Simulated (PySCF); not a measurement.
Calculated NMR parameters of C=C(C)c1ccccc1

```
Formula                               : C9H10
SMILES                                : C=C(C)c1ccccc1
InChI                                 : InChI=1S/C9H10/c1-8(2)9-6-4-3-5-7-9/h3-7H,1H2,2H3
Point group of the computed structure : C1
Degrees of unsaturation               : 5
Carbon signals                        : 7
Proton signals                        : 6
```

Molfile (atoms numbered from 1):
```
C9H10
     RDKit          3D

 19 19  0  0  0  0  0  0  0  0999 V2000
   -1.8347   -0.7773    1.5190 C   0  0  0  0  0  0  0  0  0  0  0  0
   -1.4179   -0.2757    0.3611 C   0  0  0  0  0  0  0  0  0  0  0  0
   -2.3840    0.0827   -0.7307 C   0  0  0  0  0  0  0  0  0  0  0  0
    0.0112   -0.0351    0.0953 C   0  0  0  0  0  0  0  0  0  0  0  0
    0.4337    1.0652   -0.6483 C   0  0  0  0  0  0  0  0  0  0  0  0
    1.7780    1.2861   -0.8850 C   0  0  0  0  0  0  0  0  0  0  0  0
    2.7276    0.4041   -0.3984 C   0  0  0  0  0  0  0  0  0  0  0  0
    2.3214   -0.7011    0.3305 C   0  0  0  0  0  0  0  0  0  0  0  0
    0.9786   -0.9166    0.5764 C   0  0  0  0  0  0  0  0  0  0  0  0
   -2.8784   -0.9609    1.7116 H   0  0  0  0  0  0  0  0  0  0  0  0
   -1.1560   -1.0023    2.3235 H   0  0  0  0  0  0  0  0  0  0  0  0
   -2.4793    1.1648   -0.8168 H   0  0  0  0  0  0  0  0  0  0  0  0
   -2.0384   -0.3018   -1.6890 H   0  0  0  0  0  0  0  0  0  0  0  0
   -3.3683   -0.3260   -0.5175 H   0  0  0  0  0  0  0  0  0  0  0  0
   -0.2918    1.7671   -1.0311 H   0  0  0  0  0  0  0  0  0  0  0  0
    2.0861    2.1513   -1.4548 H   0  0  0  0  0  0  0  0  0  0  0  0
    3.7769    0.5748   -0.5897 H   0  0  0  0  0  0  0  0  0  0  0  0
    3.0556   -1.4001    0.7049 H   0  0  0  0  0  0  0  0  0  0  0  0
    0.6699   -1.7899    1.1315 H   0  0  0  0  0  0  0  0  0  0  0  0
  1  2  2  0
  2  3  1  0
  2  4  1  0
  4  5  2  0
  5  6  1  0
  6  7  2  0
  7  8  1  0
  8  9  2  0
  9  4  1  0
  1 10  1  0
  1 11  1  0
  3 12  1  0
  3 13  1  0
  3 14  1  0
  5 15  1  0
  6 16  1  0
  7 17  1  0
  8 18  1  0
  9 19  1  0
M  END
```

[PySCF 2.14.0 with density-fitted response routines: structure optimised with GFN2-xTB; GIAO PBE0/pcSseg-1 shieldings; no relativistic terms; no solvent; fast rotation and ring inversion assumed for equivalent nuclei; a single conformation]

Shifts are taken against calculated references (same method and geometry level): $^{1}$H (σref 31.72), $^{13}$C (σref 186.93) against TMS.

| carbon | δC, type | δH (multiplicity) | HMBC from (2–3 bonds) | span of the C tensor (ppm) |
| --- | --- | --- | --- | --- |
| C1 | 119.7, CH2 | H10 5.44 (m); H11 5.55 (m) | H12/H13/H14 | 178 |
| C2 | 154.2, C | – | H15/H19, H11, H10, H12/H13/H14 | 241 |
| C3 | 24.9, CH3 | 2.27 (s) | H11, H10 | 40 |
| C4 | 148.6, C | – | H15/H19, H16/H18, H11, H10, H12/H13/H14 | 223 |
| C5/C9 | 131.4, CH | 7.65 (m) | H15/H19, H16/H18, H17 | 220 |
| C6/C8 | 133.8, CH | 7.62 (m) | H15/H19, H16/H18, H17 | 235 |
| C7 | 133.1, CH | 7.56 (m) | H15/H19, H16/H18 | 235 |

- Carbon types of the structure: 2 × C, 5 × CH, 1 × CH2, 1 × CH3, which accounts for all hydrogens.
- δC 154.2: fully substituted alkene carbon; an sp2 carbon of a C=C bond.
- δC 148.6: substituted aromatic carbon.
- δC 133.8, 133.1, 131.4: aromatic CH; the aromatic region.
- δC 119.7: terminal =CH2 carbon; as expected for a trigonal carbon in a double bond.
- δH 7.65, 7.62, 7.56: hydrogen on an aromatic CH; aromatic region.

Shifts are as computed. Against solution values, carbons near 30 ppm lie about +3 ppm off and those near 130 ppm about +5 ppm. Of 1211 compounds with measured shifts, 218 miss one by over three times the rms of a fit or turn the order of signals round; such compounds aren't used in these exercises. Multiplicities follow the n + 1 count of equivalent neighbours, as no J values were calculated; m marks all less simple cases, F and P coupling included.
